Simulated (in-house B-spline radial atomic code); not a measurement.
The numbers below are computed, except where a source is named.
## Work functions and surface energies across electron densities: Al, Ga, Sn, Zn, Mg, Cu, Au, Ag, Li, Sr, Ba

The positive ions are smeared into a uniform slab; the electrons are solved self-consistently in the LDA (PW92) on a fine grid across the film. Stabilised jellium adds, inside the slab, the constant potential −n de/dn that makes the bulk stable at the metal's density. No lattice, so no dependence on crystal face. Atomic units unless named.

Thick-film averages; measured work functions from the table in Wikipedia's article on work functions.

```
metal  r_s (bohr)  Φ jellium (eV)  Φ stabilised (eV)  Φ measured (eV)  σ jellium (J/m²)  σ stabilised (J/m²)
   Al        2.07            3.77               4.26     4.06 to 4.26            -0.608                0.922
   Ga        2.19            3.73               4.17             4.32            -0.294                0.825
   Sn        2.22            3.72               4.15             4.42            -0.235                0.802
   Zn        2.31            3.68               4.08      3.63 to 4.9            -0.091                0.736
   Mg        2.65            3.53               3.81             3.66             0.167                0.531
   Cu        2.67            3.52               3.79     4.53 to 5.10             0.174                0.521
   Au        3.01            3.35               3.54     5.10 to 5.47             0.225                0.381
   Ag        3.02            3.35               3.53     4.26 to 4.74             0.225                0.378
   Li        3.26            3.23               3.37              2.9             0.220                0.306
   Sr        3.54            3.10               3.19       about 2.59             0.202                0.243
   Ba         3.7            3.03               3.09     2.52 to 2.70             0.188                0.214
```

Problem. Where do the two models part, and which lies nearer to measurement?

Solution. They differ by +0.49 eV for Al and +0.06 eV for Ba; the stabilising potential vanishes near r_s = 4.2, where jellium is in equilibrium. Against the middle of the measured ranges the mean absolute misses are 0.73 eV (jellium) and 0.56 eV (stabilised). The largest miss of the stabilised model is -1.74 eV, for Au, a noble metal whose d shell the model lacks. Plain jellium has a negative surface energy for Al, Ga, Sn, Zn.
